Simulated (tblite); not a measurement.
C3H7BF2O3.
Atom-mapped SMILES: `[OH:1][B:2]([OH:3])[CH2:4][C@@H:5]([F:6])[O:7][CH2:8][F:9]` (hydrogens: H10 on O1; H11 on O3; H12, H13 on C4; H14 on C5; H15, H16 on C8)

Computed with GFN2-xTB (tblite), gas phase: L-BFGS steps from a force-field or distance-geometry start until the largest atomic force falls under 0.01 eV/Å.

The end geometry, which sets the zero of energy:
```
atom  x, y, z in Å
O1     -2.4323    1.2165    0.6733
B2     -2.1176    0.1402   -0.0780
O3     -2.9665   -0.2484   -1.0480
C4     -0.7801   -0.7409    0.1219
C5      0.4779    0.0778    0.3496
F6      0.2833    0.9393    1.4207
O7      1.5408   -0.7688    0.6319
C8      2.8047   -0.2318    0.5663
F9      3.0777    0.5761    1.6352
H10    -1.8057    1.4749    1.3497
H11    -3.7607    0.2845   -1.1139
H12    -0.8977   -1.3953    0.9876
H13    -0.6096   -1.3803   -0.7413
H14     0.7121    0.7400   -0.5031
H15     2.9518    0.3904   -0.3329
H16     3.5144   -1.0654    0.6046
```

Problem. These geometries come from the run, each turned onto the end geometry. Order them by energy, lowest first.
A.
```
atom  x, y, z in Å
O1     -2.5494    1.0538    0.8389
B2     -2.1049    0.1541   -0.0611
O3     -2.7978   -0.0413   -1.1964
C4     -0.7797   -0.7401    0.1625
C5      0.4764    0.0877    0.3680
F6      0.2553    1.0028    1.3847
O7      1.5326   -0.7374    0.7365
C8      2.8011   -0.2497    0.5218
F9      3.0578    0.8664    1.2641
H10    -2.0294    1.1627    1.6396
H11    -3.5856    0.4979   -1.2864
H12    -0.8919   -1.3758    1.0433
H13    -0.6063   -1.3908   -0.6892
H14     0.7358    0.6964   -0.5156
H15     2.9651    0.0400   -0.5281
H16     3.5134   -1.0178    0.8412
```
B.
```
atom  x, y, z in Å
O1     -3.3365   -0.0396    0.4003
B2     -2.0623    0.1977   -0.0035
O3     -1.8503    1.0206   -1.0463
C4     -0.8015   -0.5137    0.6984
C5      0.5141    0.1768    0.3874
F6      0.6026    1.3477    1.1038
O7      1.5728   -0.6615    0.7342
C8      2.8259   -0.2895    0.3075
F9      3.3951    0.6448    1.1292
H10    -3.4589   -0.6111    1.1591
H11    -2.6422    1.3913   -1.4406
H12    -0.9058   -0.5567    1.7845
H13    -0.7162   -1.5425    0.3437
H14     0.5690    0.4729   -0.6735
H15     2.8143    0.1448   -0.7100
H16     3.4725   -1.1733    0.3493
```
C.
```
atom  x, y, z in Å
O1     -3.2307   -0.4204   -0.2432
B2     -2.0383    0.1945   -0.0303
O3     -1.8725    1.4650   -0.4334
C4     -0.8063   -0.5574    0.6708
C5      0.5054    0.2060    0.5456
F6      0.5377    1.2008    1.4956
O7      1.5762   -0.6622    0.7607
C8      2.8083   -0.2492    0.3028
F9      3.2106    0.9228    0.8795
H10    -3.3014   -1.3308    0.0450
H11    -2.6517    1.8707   -0.8172
H12    -1.0062   -0.6969    1.7364
H13    -0.6616   -1.5502    0.2433
H14     0.5930    0.7315   -0.4210
H15     2.8031   -0.0858   -0.7920
H16     3.5269   -1.0296    0.5810
```
D.
```
atom  x, y, z in Å
O1     -2.4579    1.1979    0.6802
B2     -2.1092    0.1430   -0.0869
O3     -2.9080   -0.2155   -1.1094
C4     -0.7804   -0.7415    0.1503
C5      0.4689    0.0802    0.4153
F6      0.2557    0.9025    1.5133
O7      1.5408   -0.7619    0.6795
C8      2.8026   -0.2391    0.5237
F9      3.1135    0.6657    1.5012
H10    -1.8604    1.4379    1.3889
H11    -3.6995    0.3179   -1.1990
H12    -0.9210   -1.3989    1.0102
H13    -0.5831   -1.3773   -0.7102
H14     0.7011    0.7735   -0.4117
H15     2.9194    0.2951   -0.4353
H16     3.5101   -1.0705    0.6135
```
E.
```
atom  x, y, z in Å
O1     -2.6831    0.8525    0.9583
B2     -2.0926    0.1421   -0.0265
O3     -2.6045    0.1864   -1.2696
C4     -0.7779   -0.7636    0.2110
C5      0.4682    0.0951    0.3331
F6      0.2297    1.1311    1.2202
O7      1.5196   -0.6706    0.8231
C8      2.7883   -0.2444    0.5115
F9      3.0839    0.9706    1.0636
H10    -2.2311    0.8835    1.7987
H11    -3.3828    0.7394   -1.3611
H12    -0.8554   -1.3476    1.1274
H13    -0.6170   -1.4553   -0.6115
H14     0.7326    0.5900   -0.6156
H15     2.9313   -0.1261   -0.5759
H16     3.4833   -0.9741    0.9370
```

Solution. D (0.003 eV), A (0.022 eV), E (0.048 eV), B (0.085 eV), C (0.150 eV).

In the order of the answer:

```json
{"step": "195", "E above end (eV)": "0.003", "largest force (eV/Å)": "0.02", "rms force component (eV/Å)": "0.006", "rms distance from end (Å)": "0.082", "rms bond change (Å)": "0.000", "bond most changed (Å)": "C5–H14 -0.001"}
{"step": "180", "E above end (eV)": "0.022", "largest force (eV/Å)": "0.20", "rms force component (eV/Å)": "0.051", "rms distance from end (Å)": "0.247", "rms bond change (Å)": "0.002", "bond most changed (Å)": "O1–H10 +0.003"}
{"step": "169", "E above end (eV)": "0.048", "largest force (eV/Å)": "0.11", "rms force component (eV/Å)": "0.030", "rms distance from end (Å)": "0.429", "rms bond change (Å)": "0.002", "bond most changed (Å)": "C5–F6 -0.004"}
{"step": "92", "E above end (eV)": "0.085", "largest force (eV/Å)": "0.12", "rms force component (eV/Å)": "0.043", "rms distance from end (Å)": "1.096", "rms bond change (Å)": "0.005", "bond most changed (Å)": "C5–F6 -0.013"}
{"step": "58", "E above end (eV)": "0.150", "largest force (eV/Å)": "0.18", "rms force component (eV/Å)": "0.057", "rms distance from end (Å)": "1.328", "rms bond change (Å)": "0.005", "bond most changed (Å)": "C5–F6 -0.012"}
```

What follows is the cost of the whole relaxation. Time: 2.4 s wall. Hardware: Arm Neoverse N1, one thread, no GPU, shared host with 64 logical CPUs at a one-minute load of 61.
